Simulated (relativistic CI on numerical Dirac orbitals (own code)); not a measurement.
## Calculated levels, Sr XV

Computed by Dirac-Coulomb-Breit CI, KLI orbitals optimised for each configuration, a model potential for QED, unscaled Slater integrals (own radial code, finite nucleus).

Configurations in the expansion (outside the closed core [Ne]): 3s2 3p6 3d6, 3s2 3p5 3d7, 3s2 3p4 3d8, 3s 3p6 3d7, 3p6 3d8, 3s2 3p6 3d5 4s, 3s2 3p6 3d5 4p, 3s 3p5 3d8, 3s2 3p6 3d5 4d, 3s2 3p6 3d4 4s2, 3s2 3p6 3d5 4f, 3s2 3p6 3d4 4s 4p, 3s2 3p6 3d5 5s, 3s2 3p6 3d4 4p2, 3s2 3p6 3d5 5p, 3s2 3p6 3d5 5d. Levels of other configurations are missing.

The lowest level is 3s2 3p6 3d6 5D_4, with 96 % of that term; Hund's rules for 3s2 3p6 3d6 give 5D with J = 4, in agreement.

| No. | Configuration | Term | J | E (eV) | % | Next component (%) |
| --- | --- | --- | --- | --- | --- | --- |
| 1 | 3s2 3p6 3d6 | 5D | 4 | 0.0000 | 96 | 4 3F |
| 2 | 3s2 3p6 3d6 | 5D | 3 | 1.0257 | 98 | 1 3F |
| 3 | 3s2 3p6 3d6 | 5D | 2 | 1.4594 | 93 | 5 3P |
| 4 | 3s2 3p6 3d6 | 5D | 1 | 1.8338 | 94 | 5 3P |
| 5 | 3s2 3p6 3d6 | 5D | 0 | 1.9883 | 94 | 6 3P |
| 6 | 3s2 3p6 3d6 | 3P | 2 | 6.8494 | 89 | 6 5D |
| 7 | 3s2 3p6 3d6 | 3F | 4 | 7.2568 | 41 | 24 3H |
| 8 | 3s2 3p6 3d6 | 3H | 6 | 7.8725 | 95 | 5 1I |
| 9 | 3s2 3p6 3d6 | 3H | 5 | 8.0258 | 70 | 29 3G |
| 10 | 3s2 3p6 3d6 | 3F | 3 | 8.5720 | 80 | 17 3G |
| 11 | 3s2 3p6 3d6 | 3F | 2 | 8.8587 | 92 | 6 1D |
| 12 | 3s2 3p6 3d6 | 3H | 4 | 9.0184 | 60 | 38 3F |
| 13 | 3s2 3p6 3d6 | 3P | 0 | 9.5334 | 66 | 28 1S |
| 14 | 3s2 3p6 3d6 | 3P | 1 | 9.5766 | 89 | 5 5D |
| 15 | 3s2 3p6 3d6 | 3G | 5 | 10.2174 | 70 | 30 3H |
| 16 | 3s2 3p6 3d6 | 3G | 4 | 10.7402 | 78 | 9 1G |
| 17 | 3s2 3p6 3d6 | 3G | 3 | 11.0658 | 80 | 18 3F |
| 18 | 3s2 3p6 3d6 | 3D | 2 | 11.7702 | 81 | 11 1D |
| 19 | 3s2 3p6 3d6 | 3D | 1 | 12.1771 | 93 | 6 3P |
| 20 | 3s2 3p6 3d6 | 3D | 3 | 12.2339 | 94 | 2 3F |
| 21 | 3s2 3p6 3d6 | 1I | 6 | 12.5331 | 95 | 5 3H |
| 22 | 3s2 3p6 3d6 | 1G | 4 | 13.0876 | 78 | 11 3H |
| 23 | 3s2 3p6 3d6 | 1S | 0 | 14.3592 | 63 | 36 3P |
| 24 | 3s2 3p6 3d6 | 1D | 2 | 14.5655 | 77 | 12 3D |
| 25 | 3s2 3p6 3d6 | 1F | 3 | 16.3030 | 82 | 16 3F |
| 26 | 3s2 3p6 3d6 | 3P | 0 | 17.9987 | 90 | 9 1S |
| 27 | 3s2 3p6 3d6 | 3P | 1 | 18.6450 | 98 | 1 3D |
| 28 | 3s2 3p6 3d6 | 3F | 4 | 19.4683 | 93 | 6 1G |
| 29 | 3s2 3p6 3d6 | 3F | 2 | 19.5406 | 97 | 1 3D |
| 30 | 3s2 3p6 3d6 | 3F | 3 | 20.2081 | 82 | 14 1F |

Energies count from the lowest computed level.

The mean weight of the leading LS term, summed over parents, in these 30 levels is 84 %, and that of the leading jj configuration (from the same eigenvectors) 60 %, so LS coupling describes them better.

At this charge energies of transitions that change n are usually good to better than 1 %, and those within a shell (Δn = 0) to a few per cent. Terms inside the open d or f shell come out 10 to 20 % too wide with unscaled integrals.

Landé's interval rule says that E(J) − E(J−1) = AJ with one A. For the ground term the intervals give A = -1246.2, -1510.1, -1165.9, -2068.2 cm⁻¹ for J = 1, 2, 3, 4; the multiplet is inverted.

LS names give the leading component of a level, which can be under half, so a name can repeat, a term be missing and a line seem to break the LS rules.
